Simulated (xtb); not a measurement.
C4F5, SMILES FC(F)=[C]C(F)=C(F)F (connectivity only; charge and spin as stated), charge +1, multiplicity 1. All values are semi-empirical tight-binding results from xtb (GFN2-xTB unless named), good for trends rather than for accurate numbers. The structure is a stationary point at GFN2-xTB. The multiplicity is an assumed one; other spin states were not compared. The isomer is the one that the SMILES or the coordinates give; other isomers of the formula were not compared. One conformer was computed; it need not be the lowest.

Computed properties:
| Property | Result |
|---|---|
| point group as xtb finds it | Cs |
| orbital gap | 1.25 eV |
| zero-point energy | 21.0 kcal/mol |
| G − E(el) at 298.15 K (modified RRHO) | -0.9 kcal/mol |
| static polarisability (D4 model) | 49.7 bohr³ |
| solvation energy, GFN2-xTB/ALPB(water) | -53.7 kcal/mol |
| solvation energy, GFN2-xTB/ALPB(chcl3) | -49.6 kcal/mol |

Give the IR lines (harmonic; lines under 4 % of the strongest left out, lines within 3 cm⁻¹ merged). (Estimate from the structure and the level; the computed values follow.)

ν (cm⁻¹): 530 (w), 552 (w), 970 (w), 1143 (m), 1269 (m), 1383 (vs), 1416 (m), 1451 (vs), 1891 (m) (against the strongest line: vs over 80 %, s over 45 %, m over 15 %, w over 4 %, vw less)
